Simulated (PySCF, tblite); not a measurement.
One entry of a table of gas-phase calculations, keyed by method. Lists by class give the value and the number of equivalent atoms.

```json
{
 "formula": "C5H11O4P",
 "smiles": "CO[P@]1(=O)O[C@@H](C)[C@@H](C)O1",
 "inchi": "InChI=1S/C5H11O4P/c1-4-5(2)9-10(6,7-3)8-4/h4-5H,1-3H3/t4-,5+,10+",
 "charge": 0,
 "multiplicity": 1,
 "geometry_level": "GFN2-xTB",
 "electronic_structure_code": "PySCF",
 "results": {
  "GFN2-xTB geometry": {
   "point_group": "C1",
   "rotational_constants_GHz": [2.271, 0.864, 0.776]
  },
  "PBE0/pcSseg-1 ground state and GIAO shieldings, non-relativistic": {
   "dipole_D": 3.83,
   "homo_eV": -8.18,
   "lumo_eV": 1.13,
   "shift_vs_computed_TMS_C_by_class_ppm": [
    [77.8, 2],
    [55.6, 1],
    [18.0, 2]
   ],
   "shift_vs_computed_TMS_H_by_class_ppm": [
    [4.31, 2],
    [4.13, 3],
    [1.25, 6]
   ],
   "shielding_other_nuclei_by_class_ppm": [
    ["O", 198.5, 1],
    ["O", 219.5, 2],
    ["O", 257.4, 1],
    ["P", 301.9, 1]
   ]
  },
  "GFN2-xTB harmonic vibrations, gas phase": {
   "strongest_ir_bands_cm-1_km_per_mol_modes": [
    [732.7, 149.6, 1],
    [768.1, 212.6, 1],
    [804.8, 206.3, 1],
    [962.1, 115.9, 1],
    [1075.6, 253.5, 1],
    [1297.0, 324.1, 1]
   ],
   "zpe_kcal_per_mol": 103.8
  }
 }
}
```

 The zero-point energy, half the sum of the 57 harmonic wavenumbers, equals 36320 cm⁻¹ or 434 kJ/mol. In atomic units the dipole is 1.51 e·bohr (1 au = 2.5417 D). The rotational constants make it an asymmetric top with κ = (2B − A − C)/(A − C) = -0.88, nearer the prolate limit (−1). With B = h/(8π²I), that is 505.379 GHz u Å² over I, the principal moments of inertia are 222.5, 585.1 and 650.9 u Å² (most abundant isotopes).

 NMR classes are plain means over equivalent atoms (diastereotopic ones count apart unless rotation or inversion swaps them), as if these changed places fast; in this geometry the members of some classes differ.

One conformer stands for the species.
